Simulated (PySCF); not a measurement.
# L and K shells in `C[C@@H]1C=C(S[SiH3])C1`

C₅H₁₀SSi.
Geometry (PBE0-D3(BJ)/def2-SVP, Å), atoms numbered from 1 in this order:
```
atom  x, y, z in Å
C1    -2.440    0.944   -0.139
C2    -1.520   -0.079    0.498
C3    -0.047    0.267    0.589
C4     0.327   -0.767   -0.189
S5     1.816   -1.444   -0.812
Si6    3.212    0.002   -0.051
C7    -1.077   -1.276   -0.403
H8    -3.447    0.528   -0.303
H9    -2.548    1.834    0.502
H10   -2.043    1.277   -1.111
H11   -1.943   -0.425    1.458
H12    0.492    1.067    1.103
H13    4.545   -0.445   -0.544
H14    3.193    0.030    1.442
H15    2.890    1.365   -0.566
H16   -1.283   -2.279    0.002
H17   -1.438   -1.226   -1.443
```

Computed, not measured: delta-SCF UKS SCAN, pcX-2 on the ionised atom, pcseg-1 elsewhere, spin-free X2C in PySCF 2.14.0. These are vertical core ionisation energies against the vacuum level, from separate self-consistent calculations with and without the core hole. 2p3/2 and 2p1/2 are the ΔSCF energy of one spin-free 2p hole plus the eigenvalues of a spin–orbit and ligand-field matrix of the shell. The splitting includes the ligand field, and 2p3/2 is the mean of two sublevels.

**Question.** Give the 2p3/2 and 2p1/2 binding energies and the splitting.

**Answer.** 
```tsv
atom	environment	2p3/2 (eV)	2p1/2 (eV)	splitting (eV)	mean of the shell (eV)
Si6	SiH3 silicon	107.15	107.77	0.62	107.36
```

**Question.** What are the 1s binding energies of the same atoms?

**Answer.** Si6 1846.95 eV.

**Question.** Which Kα1 and Kα2 emission energies and wavelengths follow?

**Answer.** The photon carries the difference of the 1s-hole and 2p-hole states, both at the ground state's geometry; λ = 12398.42 eV Å/E.

```tsv
atom	Kα1 (eV)	Kα2 (eV)	λ(Kα1) (Å)	λ(Kα2) (Å)
Si6	1739.80	1739.18	7.1263	7.1289
```

**Question.** And the 1s levels of the other atoms?

**Answer.** C3 (alkene CH carbon) 289.65 eV; C1 (methyl carbon) 290.47 eV; C7 (allylic carbon) 290.53 eV; C2 (allylic carbon) 290.63 eV; C4 (fully substituted alkene carbon) 290.75 eV; S5 (sulfur bonded to C and Si) 2476.77 eV.

Not every level is listed. One conformer (not necessarily the lowest) at the PBE0-D3(BJ)/def2-SVP geometry, without solvent, vibrations or thermal averaging.

Hardware: Arm Neoverse V2, one thread, on a shared host. Cost: 1.9 min of wall time, 0.89 GiB resident at most.
